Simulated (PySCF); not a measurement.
Static response to an electric field

Species: C5H5F3O2.
Atom-mapped SMILES: `[CH2:1]=[C:2]([O:3][C:4]([F:5])([F:6])[F:7])[C:8]([CH3:9])=[O:10]` (hydrogens: H11, H12 on C1; H13, H14, H15 on C9)

Cartesian coordinates in Å at the GFN2-xTB level; atoms count from 1:
```xyz
15
C5H5F3O2 angstrom
C      0.138   -1.370    1.228
C      0.220   -0.410    0.317
O     -0.833    0.405   -0.122
C     -2.042    0.246    0.389
F     -2.861    1.124   -0.178
F     -2.569   -0.971    0.181
F     -2.108    0.450    1.714
C      1.517   -0.088   -0.369
C      1.454    1.018   -1.374
O      2.516   -0.705   -0.097
H     -0.756   -1.650    1.756
H      1.041   -1.909    1.458
H      1.109    1.930   -0.892
H      0.733    0.765   -2.149
H      2.435    1.175   -1.813
```

Level: PBE0/def2-SVPD (PySCF), static field, nuclei fixed, core orbitals frozen in the response. The polarisability tensor in these axes (au):

```
x    76.84  -2.72  -5.41
y    -2.72  66.21 -13.82
z    -5.41 -13.82  64.78
```

Question: Diagonalise the tensor; give its mean and Δα, where Δα² is half the sum of the squared differences of the eigenvalues.

Answer: Principal values 50.38, 76.91 and 80.55 au; mean 69.28 au = 10.27 Å³ = 11.42 × 10⁻⁴⁰ C²·m²/J; Δα = 28.52 au (41 % of the mean).

Question: What is the dipole moment, and where does it point?

Answer: (-0.36, 0.49, -0.35) D, 0.70 D in size, pointing from the negative to the positive side. Measured along this direction, the outermost atoms are H12 at the negative end and F5 at the positive end.

Question: Find the Langevin capture rate constant for H3+ (3.023 u) meeting this molecule (154.024 u), k = 2.342 × 10⁻⁹ cm³/s × √(α in Å³ / reduced mass in u).

Answer: The reduced mass is 2.97 u, so k = 4.36 × 10⁻⁹ cm³/s. The formula leaves out the permanent dipole, which adds to the capture rate.

Question: Give the eigenvalues of the traceless quadrupole moment Θ = ½Σq(3rr − r²1), origin at the centre of nuclear charge.

Answer: -15.33, 2.71, 12.62 D·Å. The values depend on the origin, since the dipole doesn't vanish. The electronic extent ⟨r²⟩ about the same centre is 1513 bohr², a root-mean-square distance of 2.33 Å for the 78 electrons.

Question: In a dilute gas of rigid molecules at 273 K, how does the orientational term μ²/3kT compare with the electronic polarisability?

Answer: In Gaussian units μ²/3kT = 4.33 Å³ against 10.27 Å³, a ratio of 0.42; the Debye molar polarisation (4π/3)N_A(α + μ²/3kT) is 36.8 cm³/mol, leaving out the vibrational part.

Question: Rayleigh depolarisation ratio (linearly polarised light, static tensor)?

Answer: ρ = 3Δα²/(45ᾱ² + 4Δα²) = 2439.8/(215981 + 3253.0) = 0.0111.

The structure is a single GFN2-xTB conformer in the gas phase; no vibrational or solvent corrections.

These values come from a run that also computed excited states. Hardware: one thread of an Intel Xeon Platinum 8488C, shared host with 192 logical CPUs at a one-minute load of 50. Cost: 63 s wall (with the writing of density and orbital grids), 1.1 GiB resident at most.
